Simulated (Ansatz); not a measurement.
F₆Os, triplet, at a GFN2-xTB geometry (such geometries of metal compounds can be far from the true shape) (core potentials on Os); PBE0/def2-SV(P) (Ansatz, a program for electronic structure).

Here is a job for Ansatz.
Ansatz 0.2 input:
```yaml
crystal:
  periodic: [false, false, false]
  atoms:
    - {symbol: Os, position_ang: [-0.00000000, 0.00000000, -0.00000000]}
    - {symbol: F, position_ang: [1.10386780, -0.42273243, -1.38413607]}
    - {symbol: F, position_ang: [-1.10386780, 0.42273243, 1.38413607]}
    - {symbol: F, position_ang: [-1.16373892, 0.77562075, -1.16498226]}
    - {symbol: F, position_ang: [-0.86037613, -1.59146763, -0.20010787]}
    - {symbol: F, position_ang: [0.86037613, 1.59146763, 0.20010787]}
    - {symbol: F, position_ang: [1.16373892, -0.77562075, 1.16498226]}
basis:
  gaussian:
    orbitals: def2-SV_P_.json
    symmetry_tolerance_ang: 0.01
hamiltonian:
  xc: pbe0
magnetization: {spin_polarized: true, initial_magnetization: 2}
```
The basis file holds def2-SV(P) in the JSON format of the Basis Set Exchange.

### Question
What does Ansatz print? Leave out banner, timings and long lists.

### Answer

```
Functional definition: PBE0
1094 factors; integrals over basis functions are off by at most 3.1e-4 eV
mean field evaluation 1: about -18723.1635 eV, gradient 6.5e1 eV
mean field evaluation 2: about -18612.6857 eV, gradient 1.8e2 eV
mean field evaluation 4: about -18738.2422 eV, gradient 8.6e0 eV
mean field evaluation 8: about -18738.7605 eV, gradient 1.1e0 eV
mean field evaluation 16: about -18738.7659 eV, gradient 1.7e-3 eV
mean field evaluation 32: about -18738.7761 eV, gradient 1.6e-1 eV
mean field evaluation 64: about -18738.7924 eV, gradient 2.2e-2 eV
mean field -18738.79245085 eV, -688.6379209590 hartree, gradient 1.3e-6 eV, S^2 2.005585; 7 other end points of the search recorded, 0 dependent functions left out
reference -18738.79249009 eV, -688.6379224012 hartree; 36, 34 occupied and 73, 75 virtual orbitals, 1094 factors
Total energy: -18738.79249009 eV, -688.6379224012 hartree
```
